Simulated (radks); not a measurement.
Q: The table gives one normalised radial function P(r) = r R(r) (large component) of Xe12+ in [Kr] 4d6 (r in bohr). Method: Dirac Kohn-Sham, exchange-only PBE, spin-unpolarised, spherical densities, finite nucleus; open shells fill j = l - 1/2 first; Fermi nuclear charge, rms radius 4.7859 fm; computed with a radial shooting solver on a logarithmic mesh with Libxc functionals.

r           P
0.001351   0.0000
0.001967   0.0000
0.002888   0.0001
0.004207   0.0003
0.006127   0.0007
0.008923   0.0020
0.0131     0.0054
0.01908    0.0142
0.02779    0.0363
0.04047    0.0875
0.05942    0.1964
0.08654    0.3806
0.126      0.6087
0.1836     0.7166
0.2695     0.4194
0.3925    -0.3504
0.5717    -1.1167
0.8327    -1.1895
1.222     -0.6123
1.78      -0.1402
2.593     -0.0101

Which n and l does it have? It may be an empty orbital.

A: n = 4, l = 2: the number of nodes gives n - l - 1 = 1, the rise at small r points to l (for j = l - 1/2 the large component starts outside the nucleus as r^gamma with gamma = sqrt(l^2 - (Z/c)^2) = 1.96 and the r^(l+1) term takes over further out; the orbital of l - 1 with the same j starts with the same power, but with a larger coefficient, and does not steepen), and the extent must fit the shell. The curve is that of 4d3/2; the two j differ most near the nucleus, where j = l - 1/2 has the larger amplitude, and in heavy atoms j = l - 1/2 is also the more compact. 4d3/2: eigenvalue -271.36 eV, 1 radial node at r = 0.337 bohr, <r> = 0.786 bohr, 90 % of the charge inside 1.16 bohr.
